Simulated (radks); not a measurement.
The numbers below are computed, except where a source is named.
Ionisation of Gd, [Xe] 4f7 5d1 6s2, to Gd+, [Xe] 4f7 5d1 6s1, under several functionals. Scalar-relativistic Kohn-Sham, spin-polarised, spherical densities, point nucleus; open shells are filled with parallel spins first (spin-orbit coupling, left out, can overturn this in heavy ions); a radial shooting solver on a logarithmic mesh with Libxc functionals.

functional                                      E(Gd) (hartree)  Exc (hartree)  IE (eV)  -e(HOMO) (eV)  <r> HOMO (bohr)  IE error (eV)
RPBE                                                -11271.8960      -249.3574    5.943          2.922            2.743         -0.207
B86b exchange with PBE correlation                  -11272.4755      -249.9380    6.001          2.967            2.740         -0.149
PBE                                                 -11271.4801      -248.9378    5.995          2.954            2.741         -0.155
LDA (Slater exchange, Perdew-Wang correlation)      -11263.9109      -241.3517    6.256          3.098            2.726         +0.106
AM05                                                -11264.2107      -241.6547    5.913          2.958            2.723         -0.236
SOGGA                                               -11267.1490      -244.5877    5.838          2.916            2.734         -0.312

NIST Atomic Spectra Database: 6.150 eV (measured). Closest: LDA (Slater exchange, Perdew-Wang correlation). The Delta-SCF values span 0.42 eV, the total energies 8.56 hartree. The highest occupied level is 5d. Open shells are spherical and high-spin; term and fine-structure splittings are not resolved. Spin-orbit splitting is averaged out at the scalar-relativistic level.
